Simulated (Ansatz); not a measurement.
Species: SeO2, net charge -1, doublet state. 
Coordinates optimised at B3LYP-D3(BJ)/def2-TZVP (Ansatz, a first-principles code):
```xyz
3

O     -1.4187     0.5890     0.0023
Se     0.0118    -0.3024     0.0097
O      1.3685     0.6963    -0.0437
```
Charge -1, spin multiplicity 2.

Basis-set convergence of Hartree-Fock and CCSD correlation energies (hartree) with Ansatz. Cores are frozen in the correlated levels unless marked. Open shells are spin-unrestricted. No spin-orbit coupling. Frozen are the shells of the preceding noble gas and the d and f shells that filled before the atom's block. Non-relativistic.

```json
[
 {"basis": "aug-cc-pVDZ", "functions": "82", "E(HF)": "-2549.51575", "E(corr, CCSD)": "-0.55214"},
 {"basis": "aug-cc-pVTZ", "functions": "151", "E(HF)": "___", "E(corr, CCSD)": "___"}
]
```

Problem. Complete the blanks.

Solution. 
- aug-cc-pVTZ, E(HF): -2549.63527
- aug-cc-pVTZ, E(corr, CCSD): -0.66481
